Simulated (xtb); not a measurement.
CH7ClO2Si2, SMILES OC[SiH2]O[SiH2]Cl. All values are semi-empirical tight-binding results from xtb (GFN2-xTB unless named), good for trends rather than for accurate numbers. Coordinates come from a GFN2-xTB optimisation. This is a generated structure with no PubChem entry under its InChIKey; it may be hypothetical. One conformer was computed; it need not be the lowest.

Optimised geometry:

Bond lengths (Å): O1–C2 1.422, O1–H7 0.963, C2–Si3 1.910, C2–H8 1.090, C2–H9 1.099, Si3–O4 1.631, Si3–H10 1.458, Si3–H11 1.460, O4–Si5 1.614, Si5–Cl6 2.000, Si5–H12 1.456, Si5–H13 1.454. Bond angles (°): C2–O1–H7 108.0, O1–C2–Si3 111.2, O1–C2–H8 105.3, O1–C2–H9 109.6, Si3–C2–H8 111.2, Si3–C2–H9 112.3, H8–C2–H9 106.9, C2–Si3–O4 104.5, C2–Si3–H10 112.0, C2–Si3–H11 111.3, O4–Si3–H10 104.3, O4–Si3–H11 108.9, H10–Si3–H11 114.9, Si3–O4–Si5 164.6, O4–Si5–Cl6 108.9, O4–Si5–H12 105.1, O4–Si5–H13 107.5, Cl6–Si5–H12 109.9, Cl6–Si5–H13 109.7, H12–Si5–H13 115.5.

Computed properties:
The orbital gap is 4.79 eV and the dipole moment comes out as 1.43 D. The zero-point energy comes out as 49.8 kcal/mol and the G − E(el) at 298.15 K (modified RRHO) comes out as 26.9 kcal/mol. The static polarisability (D4 model) comes out as 93.7 bohr³. The solvation energy, GFN2-xTB/ALPB(water) is -2.6 kcal/mol and the solvation energy, GFN2-xTB/ALPB(benzene) is -4.9 kcal/mol.

Computed atomic charges and the Wiberg bond orders between heavy atoms:
charges (e) O1 -0.45, C2 -0.03, Si3 0.53, O4 -0.44, Si5 0.55, Cl6 -0.23, H7 0.28, H8 0.03, H9 0.02, H10 -0.06, H11 -0.08, H12 -0.06, H13 -0.06. Bond orders O1–C2 1.00, C2–Si3 0.86, Si3–O4 1.06, O4–Si5 1.11, Si5–Cl6 1.12.
